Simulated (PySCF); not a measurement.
3-ethynylthiophene (C₆H₄S), SMILES C#Cc1ccsc1.

The structure is a stationary point at B3LYP-D3(BJ)/def2-SVP.

Two levels are set side by side: PBE/def2-TZVP (PySCF) and B3LYP/def2-TZVP (PySCF). Same geometry, gas phase. Differences are taken from unrounded values.

```tsv
quantity	B3LYP
orbital gap (eV)	5.32
highest occupied level (eV)	-6.50
lowest empty level (eV)	-1.18
dipole moment (D)	0.51
mean polarisability (bohr³)	86.6
```

**Question.** What does PBE give, and how far is it from B3LYP? (An estimate is asked for; the answer gives what the named calculation found.)

**Answer.** 
```json
[
 {"quantity": "orbital gap (eV)", "PBE": "3.90", "PBE minus B3LYP": "-1.42"},
 {"quantity": "highest occupied level (eV)", "PBE": "-5.73", "PBE minus B3LYP": "0.76"},
 {"quantity": "lowest empty level (eV)", "PBE": "-1.83", "PBE minus B3LYP": "-0.65"},
 {"quantity": "dipole moment (D)", "PBE": "0.54", "PBE minus B3LYP": "0.03"},
 {"quantity": "mean polarisability (bohr³)", "PBE": "88.1", "PBE minus B3LYP": "1.5"}
]
```

PBE's occupied levels lie high since its potential decays too fast outside the molecule; exact exchange lowers them and widens the gap. Differences between two approximate levels are no errors against the true value.

Rough cost on one machine, each run with all the roots and properties that it gave: B3LYP against PBE within a factor of 2.
